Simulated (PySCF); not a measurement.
**Working out the excitation energy of Li**

Li [He] 2s1 (2S) → Li [He] 2p1 (2P). Computed with PySCF 2.14 in aug-cc-pCVTZ, with no relativity, point nucleus. Frozen: nothing. Energies in hartree (1 hartree = 27.21139 eV):

```json
{"part": "UHF", "Li (lower)": "-7.432706", "Li (upper)": "-7.365010"}
{"part": "MP2 opposite-spin", "Li (lower)": "-0.036731", "Li (upper)": "-0.036404"}
{"part": "MP2 same-spin", "Li (lower)": "-0.000449", "Li (upper)": "-0.000483"}
```

Question: What does Hartree-Fock give?

Answer: (-7.365010) − (-7.432706) = 0.067696 hartree = 1.842 eV.

Question: What do MP2 and SCS-MP2 (6/5 opposite-spin, 1/3 same-spin) give?

Answer: The opposite-spin parts differ by 0.009 eV and the same-spin parts by -0.001 eV. MP2: 1.842 + (0.009) + (-0.001) = 1.850 eV. SCS-MP2: 1.842 + 1.2 × (0.009) + (-0.001)/3 = 1.852 eV.

Measured between the centres of the two terms (NIST): 1.848 eV, so MP2 (valence and next inner shell) is off by 0.002 eV.

What remains against the reference includes basis incompleteness and correlation beyond second order.
